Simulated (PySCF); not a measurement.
C3H4FNSi, SMILES F[Si@H]1C=CC=N1. Atoms are numbered in the order given.

```xyz
10

F      1.9812     0.1665    -0.6611
Si     0.7603    -0.1431     0.3622
C     -0.4669     1.2669     0.5172
C     -1.6282     0.7409     0.0897
C     -1.5197    -0.6982    -0.3732
N     -0.3923    -1.2952    -0.3354
H      1.3558    -0.6343     1.6252
H     -0.3795     2.2920     0.8839
H     -2.5894     1.2663     0.0564
H     -2.4267    -1.2108    -0.7404
```
Charge 0, spin multiplicity 1.

Coordinates come from a ωB97X-D3(BJ)/def2-SVP optimisation. The structure was generated by enumeration; whether it is a known compound was not checked.

All values below come from PySCF with PBE/pcSseg-1.

GIAO shieldings, no solvent; atoms alike by connectivity are averaged. δ = σ(ref) − σ: ¹⁹F against CFCl3 (σ = 133.6 ppm); ²⁹Si against TMS (σ = 335.4 ppm); ¹³C against TMS (σ = 182.0 ppm); ¹⁵N against NH3 (σ = 267.0 ppm); ¹H against TMS (σ = 31.49 ppm), references at their B3LYP-D3(BJ)/def2-TZVP geometries, non-relativistic.

Q: Estimate the chemical shifts. (Estimate from the structure and the level; the computed values follow.)

A: 
| nucleus | atoms | count | δ (ppm) |
|---|---|---|---|
| ¹⁹F | F1 | 1 | -220.8 |
| ²⁹Si | Si2 | 1 | 11.0 |
| ¹³C | C5 | 1 | 184.4 |
| ¹³C | C4 | 1 | 155.1 |
| ¹³C | C3 | 1 | 146.7 |
| ¹⁵N | N6 | 1 | 373.6 |
| ¹H | H10 | 1 | 9.00 |
| ¹H | H9 | 1 | 7.26 |
| ¹H | H8 | 1 | 6.95 |
| ¹H | H7 | 1 | 5.82 |
